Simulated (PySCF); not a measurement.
## Ta: excitation energy

Ta [Xe] 4f14 5d3 6s2 (4F) → Ta [Xe] 4f14 5d4 6s1 (6D), as a difference of total energies. Computed with PySCF 2.14 in x2c-TZVPPall, with scalar relativity by spin-free X2C-1e. Correlated levels: valence: [Xe] 4f14 frozen. The calculations carry no spin-orbit coupling.

```csv
method,excitation energy (eV)
UHF,0.235
MP2 (valence),0.788
SCS-MP2 (valence),1.418
CCSD (valence),0.915
CCSD(T) (valence),0.994
```

**Question.** How much does correlation contribute at CCSD(T) (valence)?

**Answer.** 0.994 − (0.235) = 0.759 eV, measured against UHF.

A first-order spin-orbit estimate (lowest level to lowest level, LS coupling) adds 0.184 eV.
